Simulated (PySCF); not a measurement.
# How methods differ on the excitation energy of Pd²⁺

Pd²⁺ [Kr] 4d8 (3F) → Pd²⁺ [Kr] 4d7 5s1 (5F), as a difference of total energies. Computed with PySCF 2.14 in x2c-QZVPPall (13s8p7d4f2g, 118 functions), with scalar relativity by spin-free X2C-1e. Correlated levels: valence: [Kr] frozen; valence and next inner shell: [Ar] 3d10 frozen. The calculations carry no spin-orbit coupling.

| method | excitation energy (eV) |
| --- | --- |
| UHF | 6.000 |
| LDA | 6.414 |
| PBE | 6.388 |
| PBE0 | 6.506 |
| r2SCAN | 6.482 |
| MP2 (valence) | 6.724 |
| SCS-MP2 (valence) | 7.069 |
| MP2 (valence and next inner shell) | 6.467 |
| SCS-MP2 (valence and next inner shell) | 6.684 |

Question: How much does correlation contribute at MP2 (valence and next inner shell)?

Answer: 6.467 − (6.000) = 0.467 eV, measured against UHF.

A first-order spin-orbit estimate (lowest level to lowest level, LS coupling) adds -0.017 eV.

The basis was made for the ground configuration and has no added diffuse functions, so the excitation energy can come out too high.
